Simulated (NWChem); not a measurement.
System: C₃H₄F₂O; SMILES CC(C=O)(F)F

Output (shortened):

```
             Northwest Computational Chemistry Package (NWChem) 7.3.0
             --------------------------------------------------------

                             Geometry "geometry" -> ""
                             -------------------------

 Output coordinates in angstroms (scale by  1.889725989 to convert to a.u.)

  No.       Tag          Charge          X              Y              Z
 ---- ---------------- ---------- -------------- -------------- --------------
    1 C                    6.0000    -1.51217900     0.36351000     0.00000000
    2 C                    6.0000    -0.00751500     0.35370200     0.00000000
    3 F                    9.0000     0.49130100     1.00725400    -1.10570200
    4 F                    9.0000     0.49130100     1.00725400     1.10570200
    5 C                    6.0000     0.65078300    -1.04133300     0.00000000
    6 O                    8.0000     0.03421300    -2.08149300     0.00000000
    7 H                    1.0000    -1.89231900    -0.15856200     0.89735200
    8 H                    1.0000    -1.86830800     1.41067700     0.00000000
    9 H                    1.0000    -1.89231900    -0.15856200    -0.89735200
   10 H                    1.0000     1.78012600    -0.98511500     0.00000000

 Effective nuclear repulsion energy (a.u.)     247.3698167734

                              NWChem Property Module
                              ----------------------

                                 NWChem DFT Module
                                 -----------------

 Summary of "ao basis" -> "ao basis" (spherical)
 ------------------------------------------------------------------------------
       Tag                 Description            Shells   Functions and Types
 ---------------- ------------------------------  ------  ---------------------
 C                          def2-svp                 6       14   3s2p1d
 F                          def2-svp                 6       14   3s2p1d
 O                          def2-svp                 6       14   3s2p1d
 H                          def2-svp                 3        5   2s1p

            General Information
            -------------------
          SCF calculation type: DFT
          Wavefunction type:  closed shell.
          No. of atoms     :    10
          No. of electrons :    48
           Alpha electrons :    24
            Beta electrons :    24
          Charge           :     0
          Spin multiplicity:     1
          Use of symmetry is: off; symmetry adaption is: off
          Maximum number of iterations: 150
          AO basis - number of functions:   104
                     number of shells:    48
          Convergence on energy requested:  1.00D-06
          Convergence on density requested:  1.00D-05
          Convergence on gradient requested:  5.00D-04

              XC Information
              --------------
                         B3LYP Method XC Potential
                     Hartree-Fock (Exact) Exchange  0.200
                        Slater Exchange Functional  0.800 local
                    Becke 1988 Exchange Functional  0.720 non-local
              Lee-Yang-Parr Correlation Functional  0.810
                  VWN I RPA Correlation Functional  0.190 local

             Grid Information
             ----------------
          Grid used for XC integration:  medium
          Radial quadrature: Mura-Knowles
          Angular quadrature: Lebedev.
          Tag              B.-S. Rad. Rad. Pts. Rad. Cut. Ang. Pts.
          ---              ---------- --------- --------- ---------
          C                   0.70       49          10.0       434
          F                   0.50       49           9.0       434
          O                   0.60       49          11.0       434
          H                   0.35       45          11.0       434
          Grid pruning is: on
          Number of quadrature shells:   474
          Spatial weights used:  Erf1

      Superposition of Atomic Density Guess
      -------------------------------------

 Sum of atomic energies:        -388.14772422

      Non-variational initial energy
      ------------------------------

 Total energy =    -390.543941
 1-e energy   =   -1026.566826
 2-e energy   =     388.653068
 HOMO         =      -0.296523
 LUMO         =      -0.043426

   convergence    iter        energy       DeltaE   RMS-Dens  Diis-err
 ---------------- ----- ----------------- --------- --------- ---------
 d= 0,ls=0.0,diis     1   -391.1223093336 -6.38D+02  2.48D-02  1.73D+00
 d= 0,ls=0.0,diis     2   -390.6252744392  4.97D-01  1.74D-02  7.24D+00
 d= 0,ls=0.0,diis     3   -391.3132054086 -6.88D-01  3.58D-03  1.24D-01
 d= 0,ls=0.0,diis     4   -391.3196203968 -6.41D-03  1.52D-03  5.94D-02
 d= 0,ls=0.0,diis     5   -391.3249578986 -5.34D-03  2.44D-04  1.71D-03
  Resetting Diis
 d= 0,ls=0.0,diis     6   -391.3250909724 -1.33D-04  5.59D-05  4.91D-05
 d= 0,ls=0.0,diis     7   -391.3250962603 -5.29D-06  3.17D-05  3.31D-06
 d= 0,ls=0.0,diis     8   -391.3250956267  6.34D-07  2.02D-05  9.69D-06
 d= 0,ls=0.0,diis     9   -391.3250965875 -9.61D-07  4.20D-06  4.28D-07

         Total DFT energy =     -391.325096587536
      One electron energy =    -1029.282095396314
           Coulomb energy =      437.801273517556
    Exchange-Corr. energy =      -47.214091482200
 Nuclear repulsion energy =      247.369816773422

 Numeric. integr. density =       48.000004849129

                       DFT Final Molecular Orbital Analysis
                       ------------------------------------

 Vector   22  Occ=2.000000D+00  E=-4.009256D-01
              MO Center= -4.7D-01,  5.3D-01,  4.5D-09, r^2= 3.0D+00
   Bfn.  Coefficient  Atom+Function         Bfn.  Coefficient  Atom+Function
  ----- ------------  ---------------      ----- ------------  ---------------
     6      0.305029   1 C  pz               32      0.287211   3 F  px
    46     -0.287211   4 F  px               85      0.226010   7 H  s
    95     -0.226010   9 H  s                34      0.217601   3 F  pz
    48      0.217601   4 F  pz               35     -0.195498   3 F  px
    49      0.195498   4 F  px               37     -0.148391   3 F  pz

 Vector   23  Occ=2.000000D+00  E=-3.807266D-01
              MO Center= -1.2D-01,  3.3D-01,  1.1D-08, r^2= 2.8D+00
   Bfn.  Coefficient  Atom+Function         Bfn.  Coefficient  Atom+Function
  ----- ------------  ---------------      ----- ------------  ---------------
    32      0.340198   3 F  px               46      0.340198   4 F  px
     4     -0.299807   1 C  px               18      0.253556   2 C  px
    35     -0.233248   3 F  px               49     -0.233248   4 F  px
    74     -0.212724   6 O  px               59      0.170091   5 C  s
    61      0.154411   5 C  py                3     -0.151242   1 C  s

 Vector   24  Occ=2.000000D+00  E=-2.857678D-01
              MO Center=  3.0D-01, -1.3D+00,  3.4D-09, r^2= 2.2D+00
   Bfn.  Coefficient  Atom+Function         Bfn.  Coefficient  Atom+Function
  ----- ------------  ---------------      ----- ------------  ---------------
    74      0.452638   6 O  px               17      0.382742   2 C  s
    77      0.314735   6 O  px               75     -0.284912   6 O  py
   100     -0.239128  10 H  s                19     -0.237262   2 C  py
    78     -0.210046   6 O  py              101     -0.198435  10 H  s
    22     -0.162463   2 C  py                3     -0.146132   1 C  s

 Vector   25  Occ=0.000000D+00  E=-6.720049D-02
              MO Center=  4.2D-01, -1.2D+00, -3.4D-09, r^2= 1.8D+00
   Bfn.  Coefficient  Atom+Function         Bfn.  Coefficient  Atom+Function
  ----- ------------  ---------------      ----- ------------  ---------------
    62      0.508753   5 C  pz               65      0.463129   5 C  pz
    76     -0.428690   6 O  pz               79     -0.423281   6 O  pz
    23      0.179701   2 C  pz               33      0.132268   3 F  py
    47     -0.132268   4 F  py               20      0.123107   2 C  pz
    31      0.114316   3 F  s                45     -0.114316   4 F  s

 Vector   26  Occ=0.000000D+00  E= 6.826925D-02
              MO Center= -1.8D+00,  3.6D-01,  1.2D-09, r^2= 5.0D+00
   Bfn.  Coefficient  Atom+Function         Bfn.  Coefficient  Atom+Function
  ----- ------------  ---------------      ----- ------------  ---------------
     3      2.807991   1 C  s                91     -1.264572   8 H  s
    86     -1.149667   7 H  s                96     -1.149667   9 H  s
    17     -0.604027   2 C  s               101     -0.322162  10 H  s
     7     -0.267276   1 C  px               73      0.260298   6 O  s
    64      0.246508   5 C  py               63      0.203807   5 C  px

 Vector   27  Occ=0.000000D+00  E= 7.596330D-02
              MO Center=  1.0D+00, -5.7D-01,  4.1D-09, r^2= 5.5D+00
   Bfn.  Coefficient  Atom+Function         Bfn.  Coefficient  Atom+Function
  ----- ------------  ---------------      ----- ------------  ---------------
   101     -1.698444  10 H  s                59      1.555247   5 C  s
    63      0.635943   5 C  px               86      0.563951   7 H  s
    96      0.563951   9 H  s                17     -0.482938   2 C  s
    91     -0.442913   8 H  s                64      0.440374   5 C  py
    22      0.403005   2 C  py                3     -0.351159   1 C  s

     Multipole analysis of the density
     ---------------------------------

     L   x y z        total         alpha         beta         nuclear
     -   - - -        -----         -----         ----         -------
     0   0 0 0     -0.000000    -24.000000    -24.000000     48.000000

     1   1 0 0     -0.244961     -0.151616     -0.151616      0.058272
     1   0 1 0      0.192595      0.434237      0.434237     -0.675879
     1   0 0 1     -0.000000     -0.000000     -0.000000      0.000000

     2   2 0 0    -22.494156    -72.735220    -72.735220    122.976285
     2   1 1 0     -1.934818      4.088228      4.088228    -10.111274
     2   1 0 1      0.000000      0.000000      0.000000      0.000000
     2   0 2 0    -29.376476   -128.932755   -128.932755    228.489034
     2   0 1 1     -0.000000     -0.000000     -0.000000      0.000000
     2   0 0 2    -25.540961    -54.939154    -54.939154     84.337346

 *** CALLING NEW AORESP DRIVER FOR CLOSED AND OPEN SHELLS ***
 Entering AOResponse driver routine

--------------------------------------------------------------------------------

          -----------------------------------------------
          Solving response equations for perturbing field
          -----------------------------------------------

 number of frequencies:     1
 frequency in a.u.:  0.7730000E-01
 Perturbing field: electric
 Using El. Dipole Length Gauge

 Setting up CPKS with frequency omega =      0.07730000 a.u.

                            NWChem Dynamic CPHF Module
                            --------------------------

    scftype = RHF
    nclosed =   24
      nopen =    0
  variables =     3840
  num. vecs =        3
  tolerance =   1.0D-04
  max. iter =   50

 SCF residual:    8.5763904508613799E-005

Iterative solution of linear equations
  No. of variables     3840
  No. of equations        3
  Maximum subspace       30
       Convergence  1.0D-04

   iter   nsub   residual    time
   ----  ------  --------  ---------
     1      3    5.86D+00      18.7
     2      6    2.87D+00      23.8
     3      9    2.67D-01      29.1
     4     12    1.08D-01      34.5
     5     15    2.76D-02      40.6
     6     18    6.84D-03      46.5
     7     21    9.35D-04      51.5
     8     24    1.53D-04      56.4
     9     27    1.18D-05      61.4

 Electric Dipole Response Matrix (nonzero elements):

              1        2        3
    1   38.6382   0.2210   0.0000
    2    0.2210  38.0253   0.0000
    3    0.0000   0.0000  28.7628

 ------------------------------------------
 average:        35.14207 + I       0.00000

 DFT Linear Response polarizability / au
 Frequency  =       0.0773000 / au
 Wavelength =     589.4353558 / nm
              X              Y              Z
 -----------------------------------------------
 X      38.6381513      0.2209580      0.0000000
 Y       0.2209586     38.0252678      0.0000000
 Z       0.0000000      0.0000000     28.7628030
 -----------------------------------------------
 Eigenvalues =      38.7095044     37.9539147     28.7628030
 Isotropic   =      35.1420740
 Anisotropic =       9.5912543
 -----------------------------------------------

 Magnetic Dipole Response Matrix (nonzero elements):

 Exiting AOResponse driver routine
```

Level: B3LYP/def2-SVP. Structure relaxed at the PBE-D3(BJ)/def2-SVP level.

Question: Reconstruct the input file.

Answer: This is not unique; one that fits is the input that was run:
```
start job
memory heap 200 mb stack 900 mb global 1100 mb
geometry units angstroms noautosym nocenter noautoz
  C     -1.512179     0.363510     0.000000
  C     -0.007515     0.353702     0.000000
  F      0.491301     1.007254    -1.105702
  F      0.491301     1.007254     1.105702
  C      0.650783    -1.041333     0.000000
  O      0.034213    -2.081493     0.000000
  H     -1.892319    -0.158562     0.897352
  H     -1.868308     1.410677     0.000000
  H     -1.892319    -0.158562    -0.897352
  H      1.780126    -0.985115     0.000000
end
basis spherical
  C library def2-svp
  F library def2-svp
  O library def2-svp
  H library def2-svp
end
dft
  xc b3lyp
  iterations 150
end
property
  response 1 0.0773
end
task dft property
```
